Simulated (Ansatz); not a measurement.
System: sum formula SiNH (charge 0, singlet). 
Geometry from a B3LYP-D3(BJ)/def2-TZVP (Ansatz, a program for electronic structure) optimisation:
```xyz
3

H      0.0000     0.0000    -1.9406
N      0.0000     0.0000    -0.9406
Si     0.0000     0.0000     0.6089
```

Computed values are from Ansatz. Valence correlation only, unless marked. Open shells are spin-unrestricted. Spin-orbit coupling is left out. No relativistic terms. CBS marks a two-point X^-3 extrapolation of the correlation energy; Hartree-Fock from the larger set (for Q and 5 zeta extrapolated as (X+1)exp(-9√X)).

**Question.** What is the dipole moment at CCSD(T)/aug-cc-pV(D+d)Z?

**Answer.** 0.15 D.

**Question.** What is the T1 diagnostic at CCSD/cc-pV(5+d)Z?

**Answer.** 0.020.

**Question.** What is the atomisation energy De at CCSD(T)/CBS(cc-pV(Q+d)Z,cc-pV(5+d)Z)?

**Answer.** 238.8 kcal/mol.

**Question.** What is the vertical ionisation energy (to the doublet) at CCSD(T)/CBS(aug-cc-pV(T+d)Z,aug-cc-pV(Q+d)Z)?

**Answer.** 10.60 eV.

**Question.** What is the total energy at CCSD(T)/CBS(cc-pV(Q+d)Z,cc-pV(5+d)Z)?

**Answer.** -344.3512 Eh.
